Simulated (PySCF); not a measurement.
CH4N, SMILES C[NH], multiplicity 2. The structure is a stationary point at B3LYP-D3(BJ)/def2-TZVP. The isomer is the one that the SMILES or the coordinates give; other isomers of the formula were not compared.

The numbers are results of B3LYP-D3(BJ)/def2-TZVP run with PySCF, not measurements.

Harmonic wavenumbers (cm⁻¹): 256, 949, 1007, 1044, 1336, 1392, 1476, 1484, 2947, 2978, 3089, 3371. Rotational constants (GHz): 125.2, 25.50, 24.35; symmetry number 1.

Task: Work out the zero-point energy and the ideal-gas rigid-rotor harmonic-oscillator thermochemistry at 298.15 K and 1 atm.

Result: ZPE = ½ Σ hcν = ½ × 21330 cm⁻¹ = 127.58 kJ/mol. H − E(el) = 139.12 kJ/mol. Entropy in J/(mol K): translation 151.19, rotation 79.35, vibration 8.55, spin 5.76, total 244.85. G − E(el) = 66.12 kJ/mol. Cp = 47.03 J/(mol K).
